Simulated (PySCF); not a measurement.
Species: C₇H₁₁O (doublet state).
Z-matrix (Å and degrees, GFN2-xTB geometry), rows numbered from 1:
```
C 
O   1  1.4016
C   2  1.3786  1  116.61
C   3  1.4971  2  125.04  1    27.98
C   4  1.4997  3  101.89  2   156.22
C   5  1.3266  4  112.96  3    -3.32
C   6  1.4896  5  127.78  4  -179.99
C   3  1.4947  2  117.71  1   177.17
H   1  1.0957  2  111.54  3    53.09
H   1  1.0959  2  111.60  3   -68.75
H   1  1.0894  2  106.36  3   172.35
H   4  1.0990  3  113.16  2   -84.08
H   4  1.1006  3  112.92  2    36.84
H   5  1.0770  4  121.22  3   176.85
H   7  1.0894  6  110.31  5   124.77
H   7  1.0870  6  110.86  5     4.01
H   7  1.0898  6  110.23  5  -116.43
H   8  1.0987  3  112.22  2   -38.36
H   8  1.0973  3  112.52  2    81.49
```

The hyperfine couplings belong to this conformer and change with its torsions.

As a line formula: `CO[C]1CC=C(C)C1` [radical].

Level of theory: UKS B3LYP, pcH-1 on C H O, non-relativistic, mean-field spin-orbit, GIAO in PySCF. The structure is a single GFN2-xTB conformer in the gas phase; no vibrational or solvent corrections. The geometry wasn't refined by DFT: couplings that depend on bond lengths, twists or pyramidal angles can differ widely from those at the functional's own minimum. No stability test was run, so a lower SCF solution isn't excluded.

Q: Where do the isotropic ENDOR lines of H12/H13, H18/H19 and H9/H10/H11 fall at 1210.6 mT, to first order?

A: For S = 1/2 in fast tumbling each set of equivalent nuclei gives two lines, ν± = |νn ± a/2| to first order, with νn = g_N μN B/h and μN/h = 7.62259 MHz/T.

```
    nuclei  isotope     g_N  νn (MHz)  a_iso (MHz)  lower line (MHz)  upper line (MHz)
   H12/H13       1H  5.5857     51.54        83.65              9.72             93.37
   H18/H19       1H  5.5857     51.54        83.39              9.85             93.24
H9/H10/H11       1H  5.5857     51.54         8.24             47.43             55.66
```

Q: Which pairs are centred on the nuclear Larmor frequency, and which on half the coupling?

A: Centred on νn, since |a| < 2νn: H12/H13, H18/H19 and H9/H10/H11. No pair has |a| > 2νn.

Q: At what field would the lower line of H12/H13 fall to zero frequency?

A: Where νn = |a|/2, that is B = 41.83 MHz/(5.5857 × 7.62259 MHz/T) = 982 mT, as far as first order holds there.

Nuclei that the bonding pattern makes equivalent are averaged, as if the motion that swaps them (rotation, inversion, ring flip) were fast. The three 1H nuclei of mean +8.2 MHz run from -1.3 to 14.3 MHz in the frozen geometry. The 1H value of +83.4 MHz is a mean of couplings from 77.3 to 89.4 MHz in this one geometry, not an average over conformers. The 1H value of +83.7 MHz is a mean of couplings from 78.6 to 88.7 MHz in this one geometry, not an average over conformers.

On one thread of an Arm Neoverse V1, shared host with 32 logical CPUs at a one-minute load of 22, this took 95 s of wall time (with the writing of density and orbital grids) and 0.97 GiB of memory at its peak.
